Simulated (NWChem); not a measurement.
SiH2ClF; SMILES F[SiH2]Cl

```xyz
5

Si    -0.5024     0.5632     0.0000
F      0.7383     1.5825     0.0000
Cl     0.2116    -1.3703     0.0000
H     -1.2881     0.7631    -1.2351
H     -1.2881     0.7631     1.2351
```
Atoms are numbered in this order, from 1.

Level: B3LYP/6-31G* (spherical d) (NWChem), optimised geometry, unscaled harmonic frequencies. B3LYP is NWChem's, with the RPA form of VWN correlation.

Task: List the harmonic frequencies with IR intensities, and the thermochemistry.

Result: 
| frequency (cm⁻¹) | IR intensity (km/mol) |
|---|---|
| 245 | 7.8 |
| 552 | 87.1 |
| 645 | 58.4 |
| 747 | 25.2 |
| 896 | 18.7 |
| 949 | 307.2 |
| 994 | 182.9 |
| 2307 | 86.8 |
| 2323 | 161.0 |

| Item | Result |
|---|---|
| zero-point energy | 13.8 kcal/mol |
| thermal correction to the enthalpy at 298.15 K (with zero-point energy) | 16.8 kcal/mol |
| heat capacity Cv | 11.9 cal/(mol K) |
| entropy at 298.15 K and 1 atm (symmetry number 1) | 67.0 cal/(mol K) |
| dipole moment | 1.67 D |

Rigid rotor and harmonic oscillator.
